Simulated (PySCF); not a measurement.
A GIAO shielding run with PySCF 2.14 (density fitting, non-relativistic, gas phase) on `CCCN(C)[SiH2]N(C)C`, C$_{6}$H$_{18}$N$_{2}$Si:

```
$ OMP_NUM_THREADS=1 python probes_run.py task.json out

{"job": {"kind": "nmr", "xc": "PBE0", "basis": "pcSseg-1"}, "charge": 0, "multiplicity": 1}
C      2.633094     1.095525    -0.001519
C      2.837289    -0.400798     0.160048
C      1.678129    -1.105698     0.863744
N      0.388040    -0.911883     0.237868
C      0.257111    -1.434808    -1.100070
Si    -1.040759    -0.536687     1.148073
N     -2.065738     0.489843     0.201545
C     -1.562067     1.709429    -0.375924
C     -3.494954     0.343548     0.130406
H      3.507148     1.575237    -0.467164
H      1.757546     1.308454    -0.633225
H      2.460869     1.583080     0.971796
H      3.752166    -0.600544     0.743126
H      3.012525    -0.862500    -0.826863
H      1.613279    -0.730556     1.899181
H      1.918713    -2.187036     0.941117
H      0.488890    -2.517610    -1.154669
H      0.921124    -0.918803    -1.816974
H     -0.773752    -1.289257    -1.456720
H     -0.514340     0.049633     2.424207
H     -1.926095    -1.701074     1.486129
H     -0.463730     1.730581    -0.322221
H     -1.843641     1.795444    -1.442991
H     -1.945815     2.613443     0.138408
H     -4.033503     1.138014     0.685231
H     -3.849863     0.383054    -0.917684
H     -3.805587    -0.624167     0.551222
```

Hardware: 1 thread of an Intel Xeon Platinum 8488C, shared host. The job also computes population analyses, field gradients.

Q: How large is the calculation?

A: 82 electrons, 250 basis functions and 1307 auxiliary functions.

Q: How long does it take, and how much memory does it need?

A: 87 s of wall time, with 12 SCF cycles and 4 response iterations; peak memory 1.2 GiB. Times on a shared host scatter by some tens of per cent.

Q: And these other runs on the same molecule and hardware: GIAO shielding at PBE/pcSseg-1?

A: PBE/pcSseg-1: 250 functions, 92 s.
